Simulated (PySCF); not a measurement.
Compound: FGe₂H₇Si.
Atom-mapped SMILES: `[F:1][GeH2:2][GeH2:3][SiH3:4]` (hydrogens: H5, H6 on Ge2; H7, H8 on Ge3; H9, H10, H11 on Si4)

Structure used (PBE0-D3(BJ)/def2-SVP), in Å, numbered top down from 1:
```xyz
11
FGe2H7Si angstrom
F      1.465   -1.569   -0.761
Ge     1.925   -0.170    0.201
Ge    -0.165    1.037    0.427
Si    -1.789   -0.475   -0.441
H      2.490   -0.740    1.515
H      3.026    0.542   -0.607
H     -0.432    1.384    1.903
H     -0.106    2.345   -0.384
H     -1.707   -1.759    0.315
H     -3.163    0.095   -0.297
H     -1.506   -0.717   -1.886
```

Computed with core-valence-separated Tamm–Dancoff BHandHLYP/aug-pcX-1 (pcseg-1 on H, def2-SVPD on Ge, def2-SVPD on Si) in PySCF, non-relativistic, gas phase, PBE0-D3(BJ)/def2-SVP geometry.

Computed fluorine K-edge spectrum, Gaussian lines of 0.3 eV full width, highest printed point 100; it ends one width below the last computed root. Absolute energies from this functional tend to lie a few eV below measured edges; no shift was applied.

| photon energy (eV) | absorption |
| --- | --- |
| 682.6 | 3 |
| 682.7 | 17 |
| 682.8 | 57 |
| 682.9 | 100 |
| 683.0 | 95 |
| 683.1 | 49 |
| 683.2 | 14 |
| 683.3 | 2 |
| 683.4 | 0 |
| 683.5 | 0 |
| 683.6 | 0 |
| 683.7 | 0 |
| 683.8 | 0 |
| 683.9 | 0 |
| 684.0 | 0 |
| 684.1 | 0 |
| 684.2 | 0 |
| 684.3 | 0 |
| 684.4 | 0 |
| 684.5 | 0 |
| 684.6 | 0 |
| 684.7 | 0 |
| 684.8 | 0 |
| 684.9 | 0 |
| 685.0 | 0 |
| 685.1 | 2 |
| 685.2 | 9 |
| 685.3 | 24 |
| 685.4 | 40 |
| 685.5 | 44 |
| 685.6 | 38 |
| 685.7 | 35 |
| 685.8 | 27 |
| 685.9 | 13 |
| 686.0 | 4 |
| 686.1 | 1 |
| 686.2 | 0 |
| 686.3 | 0 |
| 686.4 | 1 |
| 686.5 | 4 |
| 686.6 | 10 |
| 686.7 | 22 |
| 686.8 | 32 |

Where are the maxima, and which lines make them up?

2 maxima:
- 682.9 eV: F1 (fluorine bonded to Ge), 682.94 eV, f = 0.021, 100 % of the height at the exact maximum
- 685.5 eV: F1 (fluorine bonded to Ge), 685.48 eV, f = 0.006, 67 % of the height at the exact maximum; F1 (fluorine bonded to Ge), 685.37 eV, f = 0.003, 26 % of the height at the exact maximum

Further lines of some strength in the range: F1, 685.74 eV, f = 0.006; F1, 686.76 eV, f = 0.004.

Roots within 0.03 eV on the same or equivalent atoms count as one line; shares under 12 % aren't listed.

Vibrational structure and lifetime widths aren't in the curve. The ionisation threshold wasn't computed; near and above it a finite basis only mimics Rydberg series and continuum. Relativistic effects, spin–orbit coupling among them, are left out although an element past zinc is present.

On Intel Xeon at 2.50 GHz, one thread, shared host, this took 21 s and 0.69 GiB of memory at its peak.

One conformer stands for the species.
